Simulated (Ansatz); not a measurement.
Total energies of C₃H₅FGe (`FC1=C[CH]1[GeH3]`).

```xyz
10

F    -1.933   -1.348   -1.262
C    -1.035   -0.414   -1.108
C    -0.103    0.298   -1.615
C    -0.461    0.488   -0.107
Ge    0.752   -0.133    1.304
H     0.556    0.628   -2.396
H    -1.031    1.384    0.157
H     1.446   -1.419    0.820
H    -0.011   -0.422    2.610
H     1.819    0.939    1.597
```

Charge 0, multiplicity 1. Correlated methods include outer-core shells of Ge, which these sets cover unevenly. Scalar relativity is left out up to krypton. The geometry is a stationary point of PBE0-D4/def2-TZVP. Basis def2-TZVPP, Ansatz.

RPA on PBE orbitals: Hartree–Fock energy of these orbitals -2291.20424 Eh, correlation -1.55615 Eh (frozen core).

| functional | energy without D4 (Eh) | D4 term (kJ/mol) |
| --- | --- | --- |
| LDA (SPW92) | -2289.25225 | – |
| PBE | -2293.57081 | -19.3 |
| r2SCAN | -2294.01279 | -4.7 |
| B97M-V | -2293.71813 | – |
| PBE0 | -2293.63500 | -16.3 |
| r2SCAN0 | -2293.96617 | -5.5 |
| LC-ωPBE | -2293.72739 | – |
| ωB97X-V | -2293.87756 | – |
| ωB97M-V | -2293.93736 | – |
| B2PLYP | -2293.60343 | – |

Q: Give the same for revPBE, BLYP, B3LYP, r2SCANh, HSE06 (plane-wave form), BHLYP, CAM-B3LYP, PBE-QIDH. (An estimate is asked.)

A: Ansatz gave: 
| functional | energy without D4 (Eh) | D4 term (kJ/mol) |
| --- | --- | --- |
| revPBE | -2293.91140 | -59.1 |
| BLYP | -2294.12730 | -42.6 |
| B3LYP | -2294.18405 | -31.2 |
| r2SCANh | -2293.99347 | -5.0 |
| HSE06 (plane-wave form) | -2293.62449 | -15.2 |
| BHLYP | -2293.99759 | -23.8 |
| CAM-B3LYP | -2294.16338 | -16.5 |
| PBE-QIDH | -2293.27340 | – |

B3LYP takes the VWN-RPA correlation (the form of Gaussian; ORCA's B3LYP/G). HSE06 is the plane-wave form, built on full-range PBE exchange. The double hybrids freeze the cores in their second-order part.

LC-ωPBE has ω = 0.4 bohr⁻¹.
